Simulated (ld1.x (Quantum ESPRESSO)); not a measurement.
## What one change does to a pseudopotential (Ne, TM semilocal)

```
Element                 : neon
Generator               : ld1.x (Quantum ESPRESSO) 7.5
Type                    : norm-conserving Troullier–Martins (semilocal form)
Functional              : PBE
Relativity              : scalar-relativistic
Frozen core             : [He]
Valence charge          : 8
Reference configuration : 2s2 2p6
Partial waves           : 2p (bound): rc 1.65 bohr; 2s (bound): rc 0.65 bohr
Local potential         : the s channel
Core correction         : Bessel-smoothed model core inside 0.60 bohr
```

Change: wave 2p (bound): rc 1.65 bohr becomes 2p (bound): rc 2.42 bohr.

Cutoffs: the cutoffs (Ry, on a coarse ladder) from which the occupation-weighted sum of valence levels, in a spherical-Bessel basis at the reference potential, stays within 10 and 1 mRy of its value at 400 Ry; they do not see the model core or the augmentation charge, which bear on the density cutoff. Errors are all-electron minus pseudo energies relative to the spin-unpolarised reference configuration.

Problem. How do hardness, ghosts and transferability respond?

Solution. The potential gets neither clearly harder nor softer (200 Ry and 300 Ry → 200 Ry and 300 Ry); the s channel sets the loose cutoff, while the largest relative change is in p, which becomes softer; of the 6 tests that both files solve, the error grows in 6 and shrinks in 0 by more than 15 % and 0.3 meV (median size 280.0 → 1381.4 meV); neither file shows a bound ghost at the reference potential, the only one tested. More of the atom is replaced by a form fitted at one configuration, so other configurations suffer. A semilocal file is local in each channel, so a ghost entry of none says nothing of the separable form that plane-wave codes build from it.

| quantity | base | changed |
| --- | --- | --- |
| cutoff, loose | 200 Ry | 200 Ry |
| cutoff, tight | 300 Ry | 300 Ry |
| loose cutoff by channel (10 mRy a level) | p 55 Ry, s 120 Ry | p 30 Ry, s 120 Ry |
| bound ghosts | none | none |
| error for 2s2 2p5, meV [ΔE 22.48 eV] | -8.7 | +225 |
| error for 2s2 2p4, meV [ΔE 65.74 eV] | +264 | +1919 |
| error for 2s2 2p3, meV [ΔE 133.17 eV] | +1553 | +6829 |
| error for 2s2 2p5.5, meV [ΔE 8.87 eV] | -8.5 | +28 |
| error for 2s1 2p6, meV [ΔE 45.88 eV] | -296 | -844 |
| error for 2s2 2p2, meV [ΔE 227.80 eV] | +4898 | +16833 |

Changed file: These tests converged, but a pseudo level misses the all-electron one widely, so the file describes the atom poorly there or has found another state: 2s2 2p3: 2p by 7.1 eV; 2s2 2p2: 2p by 13.2 eV.
